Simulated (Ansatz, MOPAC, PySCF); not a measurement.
System: C3H4B, net charge 0, doublet state. SMILES: [B](C)C#C
Coordinates optimised at B3LYP-D3(BJ)/def2-TZVP (Ansatz, a program for electronic structure):
```xyz
8

C      2.0912    -0.0194     0.0635
C      0.8755    -0.1397     0.0598
B     -0.5482    -0.4144     0.0909
C     -1.9101     0.2595    -0.1308
H      3.1510     0.0658     0.0731
H     -2.0844     0.9257     0.7254
H     -1.9070     0.9008    -1.0195
H     -2.7586    -0.4227    -0.1883
```
Charge 0, spin multiplicity 2.

Wanted: enthalpy of formation at 298 K, in kcal/mol. Set-up: no dispersion term unless named; 6-311+G** with 5d; non-relativistic; PM7 with its own dispersion and hydrogen-bond terms; 6-31G* and kin with 6d, 5d where marked; UHF or UKS for open shells; no spin-orbit coupling; frozen cores in correlated levels. First-principles rows: single points at B3LYP-D3(BJ) geometries (Ansatz), with unscaled harmonic terms from B3LYP/6-31G* (Ansatz) at its own minima, enthalpies of formation by atomisation with measured atoms. Semi-empirical rows: MOPAC heats of formation at their own minima for 298 K. A UHF reference is markedly spin-contaminated in at least one set, which strains HF and MP2.

```tsv
level	program	enthalpy of formation at 298 K (kcal/mol)
PM3	MOPAC	82.2
PM7	MOPAC	80.9
MNDO	MOPAC	76.1
HF/3-21G	Ansatz	311.1
HF/6-311+G**	Ansatz	294.8
PBE/3-21G	Ansatz	75.1
PBE/6-31G*	Ansatz	72.7
BP86/def2-SVP	PySCF	65.6
B3LYP/6-31G*	Ansatz	99.8
B3LYP/6-31+G*	Ansatz	106.2
B3LYP/def2-SVP	Ansatz	92.2
M06-2X/6-31G* (5d)	PySCF	96.9
M06-2X/6-311+G**	PySCF	101.0
MP2/3-21G	Ansatz	191.8
B3LYP-D3(BJ)/def2-TZVPD	Ansatz + dftd3	92.4
B2PLYP-D3(BJ)/def2-TZVPD	Ansatz + dftd3	100.5
```

No value to compare with is used here. The 14 habitual levels span 65.6 (BP86/def2-SVP) to 311.1 kcal/mol (HF/3-21G); B3LYP-D3(BJ)/def2-TZVPD gives 92.4.

The levels are drawn from those run, B3LYP/6-31G* more often than the rest, none by its result; left out are runs that failed, that the program found above a lower state of the same kind, or whose <S^2> lies over 0.5 above the pure value.
